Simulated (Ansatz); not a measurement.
Basis-set extrapolation for C$_{2}$H$_{6}$OSi, SMILES `[SiH3]C1CO1` (PBE0-D4/def2-TZVP geometry, frozen core, the Gaussian-basis code of Ansatz). Multiplicity 1, RHF reference.

```tsv
	def2-TZVPP	def2-QZVPP
HF	-443.035734	-443.051988
MP2 correlation	-0.696484	-0.745547
CCSD(T) correlation	-0.762993	not run
```

Energies in hartree. Use E(X) = E(∞) + A·exp(−7.88·√X) for Hartree–Fock and E(X) = E(∞) + B·X^(−2.97) for correlation, with X = 3 and 4, and add CCSD(T) minus MP2 of the smaller set to the MP2 limit.

Q: What is the CCSD(T) energy at the basis-set limit?

A: HF limit: -443.051988 + (-0.016254) × 0.13774 = -443.05423. MP2 limit: -0.745547 + (-0.049063) × 0.74074 = -0.78189. Higher-order term: -0.762993 − (-0.696484) = -0.06651. Total: -443.90263 hartree, 272.8 kJ/mol below CCSD(T)/def2-TZVPP.
